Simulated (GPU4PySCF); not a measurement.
C₃₀H₂₁BN₂, SMILES c1ccc(N2c3ccccc3B3c4ccccc4N(c4ccccc4)c4cccc2c43)cc1.

Coordinates come from a B3LYP-D3(BJ)/def2-SVP optimisation. One conformer was computed; it need not be the lowest.

Vertical ionisation energy (IE) and electron affinity (EA) in eV. Rows of orbital energies are one-electron estimates. Where ΔSCF, EOM or ADC give a negative EA the extra electron is unbound and the value depends on the basis.

```
level                                              IE    EA
-----------------------------------------------  ----  ----
−ε(HOMO), −ε(LUMO), r2SCAN/def2-SVP (GPU4PySCF)  4.57  1.92
−ε(HOMO), −ε(LUMO), PBE/def2-SVP (GPU4PySCF)     4.38  1.97
```
